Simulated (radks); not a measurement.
All-electron atom: Nd+ in [Xe] 4f4 5d0.5 6s0.5 (fractional occupations, a model configuration).

Method: scalar-relativistic Kohn-Sham, LDA (Slater exchange, Perdew-Wang correlation), spin-unpolarised, spherical densities, point nucleus; computed with a radial shooting solver on a logarithmic mesh with Libxc functionals.

Energy parts (hartree):
| part | energy |
|---|---|
| total | -9616.8590 |
| kinetic | 10233.4216 |
| electron-nucleus | -23353.1509 |
| Hartree | 3717.9854 |
| exchange-correlation | -215.1151 |

Orbitals (lengths in bohr, moments of r in powers of bohr; <r^-3> diverges for s and p1/2):
orbital  occ.  eigenvalue (hartree)      <r^2>      <r^4>  <r^-3>   <1/r>
1s          2             -1593.655  0.0007609  1.530e-06       -   66.00
2s          2             -257.9577    0.01205  0.0002493       -   15.25
2p          6             -230.7266   0.009630  0.0001834    9009   14.38
3s          2             -56.09102    0.08123   0.009972       -   5.555
3p          6             -47.50273    0.08122    0.01041    1833   5.252
3d         10             -35.55893    0.06887   0.008499   250.5   4.986
4s          2             -11.28669     0.4168     0.2531       -   2.329
4p          6              -8.47180     0.4712     0.3328   401.0   2.145
4d         10              -4.47001     0.5812     0.5530   45.05   1.874
4f          4              -0.25800      1.748      11.37   4.883   1.245
5s          2              -1.67891      2.441      8.882       -  0.9000
5p          6              -1.00343      3.410      18.21   53.98  0.7555
5d        0.5              -0.25402      10.31      200.0   2.279  0.4424
6s        0.5              -0.29492      18.17      491.3       -  0.3129

The highest occupied level is 5d at -6.912 eV. The density falls to 0.001 e/bohr^3 at r = 4.37 bohr.
